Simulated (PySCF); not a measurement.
Simulation results for BH2NOSi

Computed with PySCF 2.14.0. Calculation on a computer-drawn molecule: optimised geometry and harmonic frequencies of an isolated molecule of the commonest isotopes, restricted reference for singlets and unrestricted otherwise, frozen core in MP2.

## BH2NOSi

Start structure:
```xyz
6
BH2NOSi
B     -2.0593     0.1085    -0.1750
N     -1.0473     0.7479     0.1747
Si     0.1743     1.8333     0.6865
O      1.4926     0.8321     0.6156
H     -3.0073    -0.4967    -0.5044
H      2.3137     1.2320     0.8650
```

Settings of this run: charge 0, multiplicity 1, method MP2 and basis cc-pV(D+d)Z.

The calculation gives: rotational constants 22.07, 3.794, 3.238 GHz; total energy -444.6624 hartree; convergence status largest gradient component 2.096e-05 hartree/bohr.

Drawn bonds:
```
atom  other atom  order
   1           2      2
   2           3      1
   3           4      1
   1           5      1
   4           6      1
```

Optimised structure:
```xyz
6
BH2NOSi
B     -2.0914     0.0971    -0.1836
N     -1.0286     0.7084     0.1663
Si     0.1957     1.8337     0.6902
O      1.5274     0.8140     0.6161
H     -3.0661    -0.4837    -0.5102
H      2.3298     1.2877     0.8837
```

Modes:
```
frequency (cm⁻¹)  reduced mass (dalton)
           122.2                  4.164
           136.1                  4.187
             353                   7.66
           541.9                   1.11
           661.2                  6.725
             710                  1.336
           737.1                  1.339
           842.4                   14.5
           892.3                  1.193
            1804                  5.685
            2903                  1.173
            3846                  1.066
```
